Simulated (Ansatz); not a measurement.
One change: `[CH3][Y]([CH3])[NH2]` becomes `[CH3][Y]([NH2])[NH2]`.

Ansatz, PBE0-D4/def2-TZVP geometries, multiplicity 1. Each molecule was computed in one conformer, which needn't be the lowest.

Elements past krypton have def2 core potentials.

```tsv
property	`[CH3][Y]([CH3])[NH2]`
HOMO energy (PBE0/def2-TZVPP) / eV	-6.20
LUMO energy (PBE0/def2-TZVPP) / eV	-1.53
HOMO–LUMO gap (B3LYP/def2-TZVPP) / eV	4.10
size of the dipole moment (PBE/def2-TZVPP) / D	2.27
LUMO energy (ωB97M-V/def2-TZVPP) / eV	-0.40
HOMO–LUMO gap (PBE0/def2-TZVPP) / eV	4.67
```

**Question.** What does the change do to each property? (An estimate is asked.)

**Answer.** The calculation gave: 
```csv
property,`[CH3][Y]([NH2])[NH2]`,shift
HOMO energy (PBE0/def2-TZVPP) / eV,-6.30,-0.10
LUMO energy (PBE0/def2-TZVPP) / eV,-1.31,0.22
HOMO–LUMO gap (B3LYP/def2-TZVPP) / eV,4.43,0.33
size of the dipole moment (PBE/def2-TZVPP) / D,1.44,-0.83
LUMO energy (ωB97M-V/def2-TZVPP) / eV,-0.07,0.33
HOMO–LUMO gap (PBE0/def2-TZVPP) / eV,5.00,0.33
```

With PBE0 the HOMO falls by 0.10 eV and the LUMO rises by 0.22 eV, so the gap widens by about 0.32 eV. PBE moves the HOMO by -0.09 eV and ωB97M-V by -0.11 eV. Dipoles are sizes alone; their direction can turn.

B3LYP here is the variant with VWN-RPA as its local correlation; programs differ in this.
